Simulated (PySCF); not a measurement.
C2H4, charge +1, doublet, geometry from GFN2-xTB (a state made from the parent by changing its charge; the spin is typed, not shown lowest). Base run: CCSD(T)/def2-TZVP (PySCF).

The PySCF input:
```python
from pyscf import gto, scf, cc

mol = gto.Mole()
mol.atom = '''
    C    -0.01363228   -0.00641662    0.65335312
    C     0.01363228    0.00641662   -0.65335312
    H     0.20968731    0.85394969    1.29649447
    H    -0.26322925   -0.87915153    1.26960612
    H    -0.20979374    0.87921939   -1.27947513
    H     0.26333568   -0.85401755   -1.28662546
'''
mol.basis = 'def2-tzvp'
mol.charge = 1
mol.spin = 1
mol.verbose = 4
mol.max_memory = 1800
mol.build()

mf = scf.UHF(mol)
mf.kernel()

mycc = cc.CCSD(mf, frozen=2)
mycc.kernel()
et = mycc.ccsd_t()
print('E(CCSD(T)) = %.10f' % (mycc.e_tot + et))
```

Variants of this job, named by their change:

| change | ΔE vs base (kcal/mol) | MP2 correlation (Eh) | CC correlation without the perturbative part (Eh) | basis functions | core-seconds (rough) |
|---|---|---|---|---|---|
| base | 0.000 | -0.26519 | -0.29871 | 86 | 40 |
| method = ccsd | 6.04 | -0.26519 | -0.29871 | 86 | 20 |
| method = mp2 | 27.08 | -0.26519 | - | 86 | 3 |
| method = cisd | 18.81 | - | - | 86 | 10 |

Open shells are given as the SCF converged; they aren't shown to be the lowest states, and a large step between rows can be another state.
